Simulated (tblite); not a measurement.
Compound: C3H12N2OSi.
Numbering: `[CH3:1][Si@@H:2]([OH:3])[NH:4][CH2:5][CH2:6][NH2:7]` (hydrogens: H8, H9, H10 on C1; H11 on Si2; H12 on O3; H13 on N4; H14, H15 on C5; H16, H17 on C6; H18, H19 on N7)

Computed geometry: GFN2-xTB, gas phase.

(1) List the bond lengths, angles and torsions at this level.

## Answers

(1) 
| bond | length (Å) | order |
| --- | --- | --- |
| C1–Si2 | 1.899 | single |
| Si2–O3 | 1.631 | single |
| Si2–N4 | 1.728 | single |
| N4–C5 | 1.440 | single |
| C5–C6 | 1.533 | single |
| C6–N7 | 1.453 | single |
| C1–H8, C1–H9, C1–H10 | 1.086 | single |
| Si2–H11 | 1.466 | single |
| O3–H12 | 0.953 | single |
| N4–H13 | 1.011 | single |
| C5–H14 | 1.097 | single |
| C5–H15 | 1.090 | single |
| C6–H16 | 1.106 | single |
| C6–H17 | 1.093 | single |
| N7–H18, N7–H19 | 1.015 | single |

Bonds in one row agree within 0.01 Å and their mean is given. Orders are formal, as drawn. A selection of angles:
| angle | degrees |
| --- | --- |
| Si2–C1–H8 | 111.0 |
| H8–C1–H9 | 107.6 |
| C1–Si2–O3 | 103.3 |
| C1–Si2–N4 | 118.2 |
| C1–Si2–H11 | 111.9 |
| O3–Si2–N4 | 106.9 |
| O3–Si2–H11 | 111.9 |
| N4–Si2–H11 | 104.7 |
| Si2–O3–H12 | 119.6 |
| Si2–N4–C5 | 123.5 |
| Si2–N4–H13 | 116.4 |
| C5–N4–H13 | 111.1 |
| N4–C5–C6 | 113.6 |
| N4–C5–H14 | 109.2 |
| N4–C5–H15 | 108.3 |
| C6–C5–H14 | 109.0 |
| C6–C5–H15 | 108.6 |
| H14–C5–H15 | 108.1 |
| C5–C6–N7 | 110.0 |
| C5–C6–H16 | 108.8 |
| C5–C6–H17 | 108.7 |
| N7–C6–H16 | 113.5 |
| N7–C6–H17 | 107.9 |
| H16–C6–H17 | 107.8 |
| C6–N7–H18 | 110.5 |
| C6–N7–H19 | 110.2 |
| H18–N7–H19 | 107.8 |

Dihedral angles: C1–Si2–N4–C5 69° (synclinal); Si2–N4–C5–C6 -82° (synclinal); N4–C5–C6–N7 176° (antiperiplanar); H12–O3–Si2–C1 176° (antiperiplanar).

N7 (primary amine nitrogen) is pyramidal (angles 110.5°, 110.2° and 107.8°, sum 328.5°, 0.38 Å off the plane of its three neighbours). Si2 (oxygen-bound silicon) is distorted tetrahedral (angles from 103.3° to 118.2°). N4 (silicon-bound nitrogen) has angles 123.5°, 116.4° and 111.1°, sum 351.0°, 0.23 Å off the plane of its three neighbours. Of the pairs four or more bonds apart, Si2···H17 is among the closest relative to their van der Waals radii: 3.22 Å, 98 % of the sum of Bondi's values.

Point group: C1 (no symmetry element, even within 0.4 Å). Its GFN2-xTB frequencies are all real (lowest 43 cm⁻¹). The numbers are those of one conformer (C1–Si2–O3–H 176°, C1–Si2–N4–C5 69°, Si2–N4–C5–C6 -82°, N4–C5–C6–N7 176°, C5–C6–N7–H -179° and 62°).
